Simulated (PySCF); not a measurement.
Species: C7H9NOSi.
InChI=1S/C7H9NOSi/c1-8-6-2-4-7(9-10)5-3-6/h2-5H,1H2,10H3

Torsions of this conformer, `[CH2:1]=[N:2][c:3]1[cH:4][cH:5][c:6]([O:7][SiH3:8])[cH:9][cH:10]1`: C1–N2–C3–C4 36°, C5–C6–O7–Si8 179°.

The closed-shell ground state was solved at several levels (PySCF, density fitting, gas phase, non-relativistic). Isolated species at its PBE0-D3(BJ)/def2-SVP geometry (one conformer only).

| level | basis functions | HOMO (eV) | LUMO (eV) | gap (eV) | dipole (D) |
| --- | --- | --- | --- | --- | --- |
| PBE0/pcSseg-1 | 222 | -6.33 | -1.14 | 5.19 | 1.10 |
| wB97X-D/def2-SVPD | 279 | -8.03 | 0.56 | 8.59 | 1.09 |

(1) What might wB97X-D/pcSseg-1 (222 basis functions) give for the same quantities?

(2) Over all these levels, which gives the widest orbital gap and which the narrowest?

(3) How far do the dipole and the HOMO energy spread over the levels?

## Answers

(1) HOMO -8.03 eV, LUMO 0.61 eV, gap 8.64 eV, dipole 1.10 D.

(2) wB97X-D/pcSseg-1 (range-separated hybrid) has the widest, 8.64 eV, and PBE0/pcSseg-1 (global hybrid, 25 % exact exchange) the narrowest, 5.19 eV. The two share the basis. From the narrowest to the widest the HOMO moves by -1.70 eV and the LUMO by +1.75 eV.

(3) The dipole runs from 1.09 to 1.10 D (mean 1.09 D) and the HOMO from -8.03 to -6.33 eV.
